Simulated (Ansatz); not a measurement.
System: GeH, charge 1, singlet. GeH+ (parent SMILES [GeH], singlet).
B3LYP-D3(BJ)/def2-TZVP minimum from Ansatz (a program for electronic structure):
```
Ge
H 1 1.5926
```
Charge +1, spin multiplicity 1.

Total energies in aug-cc-pVQZ, 4 correlated electrons, 14 frozen orbitals. Open shells are spin-unrestricted; no spin-orbit coupling. Correlated methods leave the cores frozen (noble-gas shells, and filled d and f shells in the p block). No relativity. The spin of HGe+ (parent SMILES [GeH], singlet) was assumed, and the state is the lowest solution found for it.

```csv
method,program,energy (Eh),error against FCI (mEh)
HF,Ansatz,-2075.66904,89.75
MP2,Ansatz,-2075.73866,20.12
CCSD,Ansatz,-2075.75696,1.83
CCSD(T),Ansatz,-2075.75844,0.34
CCSDT(Q),Ansatz,-2075.75878,0.01
FCI,Ansatz,-2075.75879,0.00
```

Rough core times of Ansatz's runs on a shared machine: CCSD(T) under 20 s, CCSDT(Q) 60 s, FCI 3 min.
